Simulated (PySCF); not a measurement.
**Spin–spin coupling constants**

Bonds (- single, = double, # triple, : aromatic): B1-O2, O2-C3, C3=C4, C4-C5, C5-C6, C6-C7, C7-C8, C8-C9, C4-C10, C10=O11, O11-B1, C9-C5. B1 carries H12, H13; C3 carries H14; C5 carries H15; C6 carries H16, H17; C7 carries H18, H19; C8 carries H20, H21; C9 carries H22, H23; C10 carries H24. Formal charges: B1 -1, O11 +1. H16, H18, H21, H22 are cis to C4 on the ring; H17, H19, H20, H23 are trans to C4 on the ring.

Couplings: B3LYP/pcJ-1 (spin–dipole term only in couplings to heteroatoms) in PySCF 2.14, geometry PBE0-D3(BJ)/def2-SVP; gas phase, one conformer, non-relativistic. Couplings are averaged over pairs made equivalent by symmetry, fast rotation or ring inversion, so a value needn't be that of the named pair in this geometry, while other rotamers aren't included; one pair stands for each set, and the list holds a selection of those of at least 1.5 Hz over up to four bonds, among pairs with at least one B or H atom (others weren't computed).

Isotopes: ¹³C, ¹H, ¹¹B, ¹⁷O. Couplings to quadrupolar nuclei such as 17O and 33S are rarely resolved in practice.

```
    pair  bonds  J (Hz)
  B1, O2      1    11.2
 B1, O11      1    11.7
 B1, H12      1   140.7
 C3, H14      1   187.5
 C5, H15      1       ?
 C6, H16      1   134.5
 C6, H17      1   137.5
 C7, H18      1   134.9
 C7, H19      1   135.4
C10, H24      1   185.4
 C6, H15      2       ?
 C7, H16      2       ?
H16, H17      2   -15.2
H18, H19      2   -13.8
  B1, C4      3     5.3
 C3, H15      3     8.8
 C5, H14      3     2.6
 C6, H20      3     5.6
 C6, H21      3       ?
 C7, H22      3     4.7
 C7, H23      3     5.2
C10, H15      3       ?
H15, H16      3       ?
H16, H18      3     8.4
H17, H19      3       ?
H14, H24      4       ?
```

Q: Estimate the withheld couplings, with signs.

A: 
- ¹J(C5,H15) = 132.3 Hz (bond length 1.102 Å, sp3 carbon)
- ²J(C6,H15) = -3.9 Hz (angle at C5 108°)
- ²J(C7,H16) = -3.1 Hz (angle at C6 113°)
- ³J(C6,H21) = 5.3 Hz (mean over equivalent pairs that range from 1.2 to 9.4 Hz in this conformer)
- ³J(C10,H15) = 8.6 Hz (dihedral angle 174°)
- ³J(H15,H16) = 8.4 Hz (mean over equivalent pairs that range from 4.6 to 12.1 Hz in this conformer)
- ³J(H17,H19) = 7.7 Hz (mean over equivalent pairs that range from 6.4 to 9.1 Hz in this conformer)
- ⁴J(H14,H24) = 3.7 Hz
